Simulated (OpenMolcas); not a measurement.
**Pt²⁺: CASPT2 settings compared**

```json
{
  "Program": "OpenMolcas",
  "Basis": "ANO-R2 [8s6p5d3f1g]",
  "Scalar Hamiltonian": "X2C, finite nucleus",
  "Active space": "8 electrons in 5 orbitals (5d)",
  "State averaging": "2S+1 = 3 even, 10 roots; 2S+1 = 1 even, 15 roots kept (CI in the orbitals of an earlier block)",
  "Spin-orbit coupling": "RASSI with atomic mean-field integrals over the reference wave functions, term energies averaged over their components"
}
```

Methods on the same reference wave functions:
A. CASSCF
B. SS-CASPT2, IPEA 0.6 Eh, imaginary shift 0.05 Eh (closed shells correlated: none)
C. XMS-CASPT2, IPEA 0 Eh, real shift 0.5 Eh (closed shells correlated: 5s 5p)
D. XMS-CASPT2, IPEA 0.2 Eh, no level shift (closed shells correlated: 5s 5p)

Energies in cm-1 above 5d8 3F4, the measured ground level; measured values from NIST levels as listed in McCann et al., Mon. Not. R. Astron. Soc. 538, 537 (2025).

```
         Level      A      B      C      D  Measured
       5d8 3F4    0.0    0.0    0.0    0.0       0.0
       5d8 3F3   9867   9950   9970   9970      9752
5d8 3P2 [51 %]  17550  15910  15720  15660          
       5d8 3P0  21038  17340  17220  17000     14939
       5d8 3P1  22838  19700  19310  19190     16782
       5d8 1G4  25841  23700  23220  23100     21331
       5d8 1S0  55335  48570  49780  49050
```

Deviations, from unrounded energies. A percentage is the sum of absolute deviations over the sum of measured energies, with the sign that they share, or ± where signs differ.

```csv
Against measurement,Levels,A,B,C,D
mean absolute deviation (cm-1),4,4200,2000,1700,1600
fine structure of the ground term (%),1,+1.2,+2.0,+2.2,+2.3
other terms of the ground configuration (%),3,+31.4,+14.5,+12.6,+11.8
```

D lies closest to measurement on these levels and A furthest from it. The largest miss of D in the table is 5d8 3P1, by +2400 cm-1. The ranking rests on the paired levels alone, and a cruder setting can come out closer through cancelling errors.

Among B to D the level of the table that moves most is 5d8 1S0, by 1200 cm-1 (lowest in B, highest in C). Moves below CASPT2's spread within the term are not significant.

The mean deviations of B to D differ by less than CASPT2's widest spread within a term (1400 cm-1), so their order carries little weight.

From A to B the spin-free energies of the other terms of 5d8 shown, above 3F, scale by factors of 0.75 to 0.87, as is usual when dynamic correlation screens the repulsion within a d or f shell.

The lowest spin-free term lies below A's lowest term by 0.189 hartree in B, 0.454 hartree in C, 0.452 hartree in D.

Term energies are means over components that CASPT2 splits; among the terms shown or strongly mixed into the levels shown the widest spread is 1400 cm-1 (5d8 3F, D). Configurations with an s electron lie low in 5d ions of this charge, fall among these levels and mix in, so low-spin terms can stand far too high, up to twice their true height, and weights are not those of the real levels. Terms from blocks run as CI alone lack orbitals of their own. Without dynamic correlation excited terms often stand tens of per cent too high (terms of higher spin than the ground term too low), and those without a measured partner can miss by more than the paired ones (holds for A). Some terms miss by over 15 % even with CASPT2, which points to a basis or an active space too small for the shells correlated (holds for B; C). Computed and measured levels are paired by configuration, term and J; levels that our copy of the source lacks, or whose pairing is in doubt (as where it misses far off the trend of its configuration), stay unpaired and out of the deviations. Only configurations of the active space appear. The table leaves out levels that lie high or whose names do not pair safely across all columns.

A share in square brackets marks a mixed level and gives the weight of the term that names it, the lowest over the columns.
